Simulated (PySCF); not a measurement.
ammonia (H3N), singlet, at a GFN2-xTB geometry; BP86/def2-TZVP (PySCF).

Input for PySCF:
```python
from pyscf import gto, scf, dft

mol = gto.Mole()
mol.atom = '''
    N    -0.000889    0.002201    0.110024
    H     0.015877    0.938466   -0.275490
    H     0.812490   -0.488757   -0.240501
    H    -0.822147   -0.465118   -0.254176
'''
mol.basis = 'def2-tzvp'
mol.charge = 0
mol.spin = 0
mol.verbose = 4
mol.build()

mf = dft.RKS(mol)
mf.xc = 'bp86'
mf.kernel()
mf.analyze()
```

What the program printed (banner, timings and long lists left out):

```
PySCF version 2.14.0

[INPUT] verbose = 4
[INPUT] num. atoms = 4
[INPUT] num. electrons = 10
[INPUT] charge = 0
[INPUT] spin (= nelec alpha-beta = 2S) = 0
[INPUT] symmetry False subgroup None
[INPUT] Mole.unit = angstrom
[INPUT] Symbol           X                Y                Z      unit          X                Y                Z       unit  Magmom
[INPUT]  1 N     -0.000889000000   0.002201000000   0.110024000000 AA   -0.001679966525   0.004159287200   0.207915227129 Bohr   0.0
[INPUT]  2 H      0.015877000000   0.938466000000  -0.275490000000 AA    0.030003181680   1.773443717216  -0.520600650056 Bohr   0.0
[INPUT]  3 H      0.812490000000  -0.488757000000  -0.240501000000 AA    1.535383578948  -0.923616871464  -0.454481022684 Bohr   0.0
[INPUT]  4 H     -0.822147000000  -0.465118000000  -0.254176000000 AA   -1.553632664133  -0.878945635605  -0.480323027437 Bohr   0.0

nuclear repulsion = 11.9447696760035
number of shells = 23
number of NR pGTOs = 70
number of NR cGTOs = 49
basis = def2-tzvp
ecp = {}

******** <class 'pyscf.dft.rks.RKS'> ********
method = RKS
initial guess = minao
damping factor = 0
level_shift factor = 0
DIIS = <class 'pyscf.scf.diis.CDIIS'>
diis_start_cycle = 1
diis_space = 8
diis_damp = 0
SCF conv_tol = 1e-09
SCF conv_tol_grad = None
SCF max_cycles = 50
direct_scf = True
direct_scf_tol = 1e-13
XC library pyscf.dft.libxc version 7.1.2
    S. Lehtola, C. Steigemann, M. J. T. Oliveira, and M. A. L. Marques,  SoftwareX 7, 1–5 (2018)
XC functionals = bp86
    A. D. Becke,  Phys. Rev. A 38, 3098 (1988)
    J. P. Perdew,  Phys. Rev. B 33, 8822 (1986)
    J. P. Perdew,  Phys. Rev. B 34, 7406–7406 (1986)
radial grids:
    Treutler-Ahlrichs [JCP 102, 346 (1995); DOI:10.1063/1.469408] (M4) radial grids

becke partition: Becke, JCP 88, 2547 (1988); DOI:10.1063/1.454033
pruning grids: <function nwchem_prune>
grids dens level: 3
symmetrized grids: False
atomic radii adjust function: <function treutler_atomic_radii_adjust>
small_rho_cutoff = 0
Set gradient conv threshold to 3.16228e-05
Initial guess from minao.
tot grids = 43328
init E= -56.4806871947235
  HOMO = -0.323744981262305  LUMO = -0.00890990292599625  gap/eV = 8.56710
cycle= 1 E= -56.5335503328116  delta_E= -0.0529  |g|= 0.478  |ddm|= 1.11
  HOMO = -0.10208529817961  LUMO = 0.040986216904038  gap/eV = 3.89317
cycle= 2 E= -56.4203149684426  delta_E= 0.113  |g|= 0.862  |ddm|= 0.798
  HOMO = -0.222339510884037  LUMO = 0.0124231853710981  gap/eV = 6.38822
cycle= 3 E= -56.5835628212199  delta_E= -0.163  |g|= 0.0199  |ddm|= 0.54
  HOMO = -0.221418400753947  LUMO = 0.0141269388950604  gap/eV = 6.40952
cycle= 4 E= -56.5836472285834  delta_E= -8.44e-05  |g|= 0.00585  |ddm|= 0.0203
  HOMO = -0.221563788388568  LUMO = 0.0135244862077641  gap/eV = 6.39708
cycle= 5 E= -56.5836541972931  delta_E= -6.97e-06  |g|= 0.000707  |ddm|= 0.00524
  HOMO = -0.221790058493553  LUMO = 0.0134137174828091  gap/eV = 6.40022
cycle= 6 E= -56.58365430399  delta_E= -1.07e-07  |g|= 2.08e-05  |ddm|= 0.000404
  HOMO = -0.22179188797422  LUMO = 0.013414740150278  gap/eV = 6.40030
cycle= 7 E= -56.5836543040769  delta_E= -8.69e-11  |g|= 8.97e-07  |ddm|= 2.26e-05
  HOMO = -0.221792115456129  LUMO = 0.0134146894474974  gap/eV = 6.40030
Extra cycle  E= -56.5836543040769  delta_E= -4.26e-14  |g|= 9.11e-07  |ddm|= 1.3e-06
converged SCF energy = -56.5836543040769
**** SCF Summaries ****
Total Energy =                         -56.583654304076902
Nuclear Repulsion Energy =              11.944769676003471
One-electron Energy =                  -99.684253857669518
Two-electron Energy =                   31.155829877589142
Two-electron Coulomb Energy =           39.188370096421878
DFT Exchange-Correlation Energy =       -8.032540218832734
HOMO-LUMO gap [eV] =                     6.400303162763402
**** MO energy ****
MO #1   energy= -13.9730774711569  occ= 2
MO #2   energy= -0.777362376993871 occ= 2
MO #3   energy= -0.416942500629009 occ= 2
MO #4   energy= -0.416942037386312 occ= 2
MO #5   energy= -0.221792115456129 occ= 2
MO #6   energy= 0.0134146894474974 occ= 0
MO #7   energy= 0.0942873242578016 occ= 0
MO #8   energy= 0.0942873499446141 occ= 0
MO #9   energy= 0.273389917920737  occ= 0
MO #10  energy= 0.273390513515057  occ= 0
MO #11  energy= 0.321379337140101  occ= 0
MO #12  energy= 0.414334125211195  occ= 0
MO #13  energy= 0.46256421347213   occ= 0
 ** Mulliken pop on meta-lowdin orthogonal AOs  **
 ** Mulliken pop  **
 ** Mulliken atomic charges  **
charge of    0N =     -0.67013
charge of    1H =      0.22338
charge of    2H =      0.22338
charge of    3H =      0.22338
Dipole moment(X, Y, Z, Debye):  0.01326, -0.03284, -1.64143
```
